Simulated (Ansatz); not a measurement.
Consider the hydrogenolysis of the Si–O bond: `O[SiH2][SiH](F)S` + H₂ → `F[SiH]([SiH3])S` + H₂O.

Program: Ansatz. Geometries: PBE0-D4/def2-TZVP. ΔE: electronic, gas phase. CCSD(T)/CBS adds triple-zeta CCSD(T) − MP2 to the extrapolated MP2 energy (def2 sets, frozen cores). This one scheme is used for every species. Functionals use def2-TZVPP. Each species was taken in one conformer, which may not be the lowest.

```tsv
level	ΔE (kcal/mol)
r2SCAN-D4	14.2
PBE	11.4
PBE0	11.1
CCSD(T)/def2-TZVPP	12.5
```

(1) What does CCSD(T)/CBS give? (An estimate is asked.)

Largest T1 diagnostic among the species: 0.013.

## Answers

(1) The calculation gave: +12.9 kcal/mol. The listed levels differ from it by 1.3, -1.5, -1.8, -0.4 kcal/mol.

The D4 term adds +1.4 kcal/mol with B3LYP and +0.7 kcal/mol with PBE0; it sums over pairs of atoms, weighted by their polarisabilities, and B3LYP, whose exchange is more repulsive, gets the larger term.

B3LYP here is the variant with VWN-RPA as its local correlation; programs differ in this.
